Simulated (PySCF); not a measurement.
**Ionising SrH**

UHF-MP2; PySCF, scalar-relativistic core potentials, basis sets Sr def2-SVPD with ECP28, H def2-SVPD. Neutral (UHF): doublet (σ ↑), Re = 2.151 Å, ωe = 1226 cm⁻¹, De = 1.53 eV.

SrH⁺ (RHF): singlet (closed shell), Re = 2.038 Å, ωe = 1444 cm⁻¹, De = 1.80 eV to Sr⁺ + H. The energies at the minima are -30.97456 hartree for SrH and -30.78534 for SrH⁺.

Question: Work out the adiabatic ionisation energy, without and with harmonic zero-point energies (1 hartree = 27.2114 eV, 1 eV = 8065.5 cm⁻¹), and the change of the bond length.

Answer: At MP2: 0.18922 hartree = 5.149 eV between the minima; the zero-point term (1444.0 − 1226.0)/2 cm⁻¹ = +0.014 eV makes it 5.162 eV. Re changes by -11.3 pm against the neutral. The electron leaves a σ orbital, and the shorter bond of the ion fits an antibonding orbital, or a change in how ionic the bond is.

Correlated steps freeze no core orbitals. Correlated levels converge slowly with the basis: in double zeta they bind strong bonds too weakly, by up to about 1 eV, and carry superposition errors of some tenths. For an ion De counts to the pair picked by the measured ionisation energies or electron affinities, which need not be the lowest pair at this level. Where the molecule has an RHF reference, its open-shell atoms are computed with UHF. States were picked by a PBE0 search and need not be the measured ground states.

Neutral and ion stand on different kinds of reference determinant, which adds to the error of the difference.
